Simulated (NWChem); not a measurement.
# Correlation energy of diselenium (Se2)

```
Se
Se 1 2.1994
```
Charge 0, spin multiplicity 3.

The numbers come from NWChem runs, not from measurements. The geometry was optimised at UPBE/def2-SVP, a minimum by its harmonic frequencies.

Basis set: def2-SVP. Each correlation energy counts from its own Hartree-Fock reference.

| method | correlation energy (mHa) |
|---|---|
| UMP2 | -447.6 |
| SCS-UMP2 | -406.6 |
| CCSD on UHF | -447.6 |
| CCSD[T] on UHF | -463.1 |
| CCSD(T) on UHF | -462.3 |
| CCSD on ROHF | -456.5 |
| CCSD[T] on ROHF | -472.7 |
| CCSD(T) on ROHF | -472.3 |

The values span 66.1 mHa, from CCSD[T] on ROHF (lowest) to SCS-UMP2 (highest). 

The Hamiltonian is non-relativistic. The correlated methods keep 18 core orbitals frozen. The unpaired electrons of the parent sit in orbitals of symmetry b2g and b3g (D2h labels of the run); other states weren't searched. No SCF solution was tested for a lower state. Open-shell Hartree-Fock references start from PBE0 orbitals. Coupled-cluster values serve here as a point of comparison, not as the truth.
